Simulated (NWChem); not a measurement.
Program: NWChem. System: F2Si, charge 0, spin multiplicity 1, displaced from the optimised geometry. The structure started from a generated list of species. Level: RHF/cc-pVDZ, spin-restricted.

Input file:

```
start mol
memory heap 200 mb stack 900 mb global 1100 mb
geometry units angstroms nocenter noautoz noautosym
  Si     0.000000     0.000000     0.588083
  F     -1.246491     0.000000    -0.457398
  F      2.181359     0.000000    -1.241509
end
basis spherical
  * library cc-pvdz
end
scf
  rhf
  nopen 0
  maxiter 100
  thresh 1e-7
  semidirect memsize 60000000 filesize 0
end
task scf energy
```

NWChem printed:

```
             Northwest Computational Chemistry Package (NWChem) 7.3.0
             --------------------------------------------------------

                                NWChem Input Module
                                -------------------

 Scaling coordinates for geometry "geometry" by  1.889725989
 (inverse scale =  0.529177249)

                             Geometry "geometry" -> ""
                             -------------------------

 Output coordinates in angstroms (scale by  1.889725989 to convert to a.u.)

  No.       Tag          Charge          X              Y              Z
 ---- ---------------- ---------- -------------- -------------- --------------
    1 Si                  14.0000     0.00000000     0.00000000     0.58808300
    2 F                    9.0000    -1.24649100     0.00000000    -0.45739800
    3 F                    9.0000     2.18135900     0.00000000    -1.24150900

 Effective nuclear repulsion energy (a.u.)      76.5929134673

            Nuclear Dipole moment (a.u.)
            ----------------------------
        X                 Y               Z
 ---------------- ---------------- ----------------
    15.8997991994     0.0000000000   -13.3357981911


 Summary of "ao basis" -> "" (spherical)
 ------------------------------------------------------------------------------
       Tag                 Description            Shells   Functions and Types
 ---------------- ------------------------------  ------  ---------------------
 *                          cc-pvdz                   on all atoms

 Summary of "ao basis" -> "ao basis" (spherical)
 ------------------------------------------------------------------------------
       Tag                 Description            Shells   Functions and Types
 ---------------- ------------------------------  ------  ---------------------
 Si                         cc-pvdz                  8       18   4s3p1d
 F                          cc-pvdz                  6       14   3s2p1d

                                 NWChem SCF Module
                                 -----------------

  ao basis        = "ao basis"
  functions       =    46
  atoms           =     3
  closed shells   =    16
  open shells     =     0
  charge          =   0.00
  wavefunction    = RHF
  use symmetry    = F
  symmetry adapt  = F

 Summary of "ao basis" -> "ao basis" (spherical)
 ------------------------------------------------------------------------------
       Tag                 Description            Shells   Functions and Types
 ---------------- ------------------------------  ------  ---------------------
 Si                         cc-pvdz                  8       18   4s3p1d
 F                          cc-pvdz                  6       14   3s2p1d

 Forming initial guess at       0.0s

      Superposition of Atomic Density Guess
      -------------------------------------

 Sum of atomic energies:        -487.60300030

      Non-variational initial energy
      ------------------------------

 Total energy =    -487.227126
 1-e energy   =    -831.729570
 2-e energy   =     267.909531
 HOMO         =      -0.403912
 LUMO         =      -0.044669

 Starting SCF solution at       0.6s

 ----------------------------------------------
         Quadratically convergent ROHF

 Convergence threshold     :          1.000E-07
 Maximum no. of iterations :          100
 Final Fock-matrix accuracy:          1.000E-09
 ----------------------------------------------

              iter       energy          gnorm     gmax       time
             ----- ------------------- --------- --------- --------
                 1     -487.5691274425  1.54D+00  6.13D-01      0.6
                 2     -487.6794958350  3.74D-01  1.44D-01      0.6
                 3     -487.7044976289  4.53D-01  2.22D-01      0.6
                 4     -487.7120702500  1.49D-01  4.74D-02      0.6
                 5     -487.7144102513  7.92D-03  3.36D-03      0.6
                 6     -487.7144329981  1.77D-04  7.83D-05      0.6
                 7     -487.7144330043  6.00D-08  3.13D-08      0.7

       Final RHF  results
       ------------------

         Total SCF energy =   -487.714433004272
      One-electron energy =   -832.307989712835
      Two-electron energy =    268.000643241221
 Nuclear repulsion energy =     76.592913467341

        Time for solution =      0.1s

             Final eigenvalues
             -----------------

              1
    1  -69.0105
    2  -26.3834
    3  -26.0716
    4   -6.3395
    5   -4.4396
    6   -4.4391
    7   -4.4378
    8   -1.6715
    9   -1.3056
   10   -0.8289
   11   -0.7345
   12   -0.7322
   13   -0.5591
   14   -0.4146
   15   -0.4139
   16   -0.3715
   17   -0.0489
   18   -0.0092
   19    0.0854
   20    0.3229
   21    0.3859
   22    0.4202
   23    0.4481
   24    0.4529
   25    0.4864
   26    0.5072

                       ROHF Final Molecular Orbital Analysis
                       -------------------------------------

 Vector   14  Occ=2.000000D+00  E=-4.146315D-01
              MO Center=  2.2D+00, -1.3D-16, -1.2D+00, r^2= 5.0D-01
   Bfn.  Coefficient  Atom+Function         Bfn.  Coefficient  Atom+Function
  ----- ------------  ---------------      ----- ------------  ---------------
    38      0.502207  3 F  pz                36      0.405378  3 F  px
    41      0.393049  3 F  pz                39      0.317773  3 F  px

 Vector   15  Occ=2.000000D+00  E=-4.138511D-01
              MO Center=  2.2D+00,  2.9D-16, -1.2D+00, r^2= 5.1D-01
   Bfn.  Coefficient  Atom+Function         Bfn.  Coefficient  Atom+Function
  ----- ------------  ---------------      ----- ------------  ---------------
    37      0.643831  3 F  py                40      0.505550  3 F  py

 Vector   16  Occ=2.000000D+00  E=-3.714917D-01
              MO Center=  1.9D+00, -1.2D-16, -9.5D-01, r^2= 1.8D+00
   Bfn.  Coefficient  Atom+Function         Bfn.  Coefficient  Atom+Function
  ----- ------------  ---------------      ----- ------------  ---------------
    36      0.442939  3 F  px                39      0.363516  3 F  px
    38     -0.357458  3 F  pz                41     -0.294181  3 F  pz
    13      0.176719  1 Si pz

 Vector   17  Occ=0.000000D+00  E=-4.893132D-02
              MO Center=  2.1D-02, -2.9D-17,  6.3D-01, r^2= 2.7D+00
   Bfn.  Coefficient  Atom+Function         Bfn.  Coefficient  Atom+Function
  ----- ------------  ---------------      ----- ------------  ---------------
    12      0.672697  1 Si py                 9      0.444614  1 Si py
    26     -0.182570  2 F  py                23     -0.166662  2 F  py

 Vector   18  Occ=0.000000D+00  E=-9.228482D-03
              MO Center=  1.8D-01,  5.5D-16,  5.0D-01, r^2= 3.1D+00
   Bfn.  Coefficient  Atom+Function         Bfn.  Coefficient  Atom+Function
  ----- ------------  ---------------      ----- ------------  ---------------
    11      0.448473  1 Si px                13     -0.417381  1 Si pz
     8      0.348604  1 Si px                10     -0.315757  1 Si pz
     3      0.217993  1 Si s                 39      0.175313  3 F  px
    36      0.173786  3 F  px

 Vector   19  Occ=0.000000D+00  E= 8.539762D-02
              MO Center= -1.1D-02,  1.9D-16,  5.5D-01, r^2= 3.4D+00
   Bfn.  Coefficient  Atom+Function         Bfn.  Coefficient  Atom+Function
  ----- ------------  ---------------      ----- ------------  ---------------
    11      0.676846  1 Si px                13      0.603208  1 Si pz
    21      0.459723  2 F  s                  4     -0.322682  1 Si s
    10      0.194776  1 Si pz                17     -0.160507  1 Si d  1

 center of mass
 --------------
 x =   0.50873910 y =   0.00000000 z =  -0.45324959

 moments of inertia (a.u.)
 ------------------
         139.764530649312           0.000000000000         129.841283622204
           0.000000000000         550.928583188769           0.000000000000
         129.841283622204           0.000000000000         411.164052539457

  Mulliken analysis of the total density
  --------------------------------------

    Atom       Charge   Shell Charges
 -----------   ------   -------------------------------------------------------
    1 Si  14    12.91   2.00  2.01  1.13  0.72  6.00  0.55  0.34  0.17
    2 F    9     9.40   2.00  0.90  1.03  3.31  2.15  0.00
    3 F    9     9.69   2.00  0.87  1.11  3.25  2.45  0.00

       Multipole analysis of the density wrt the origin
       ------------------------------------------------

     L   x y z        total         open         nuclear
     -   - - -        -----         ----         -------
     0   0 0 0     -0.000000      0.000000     32.000000

     1   1 0 0     -2.248928      0.000000     15.899799
     1   0 1 0     -0.000000      0.000000      0.000000
     1   0 0 1      2.567841      0.000000    -13.335798

     2   2 0 0    -28.240388      0.000000    202.867172
     2   1 1 0     -0.000000      0.000000      0.000000
     2   1 0 1      5.609094      0.000000    -68.715523
     2   0 2 0    -13.867273      0.000000      0.000000
     2   0 1 1      0.000000      0.000000      0.000000
     2   0 0 2    -19.014020      0.000000     73.552499

 Task  times  cpu:        0.7s     wall:        0.7s

 Total times  cpu:        0.7s     wall:        0.7s
```
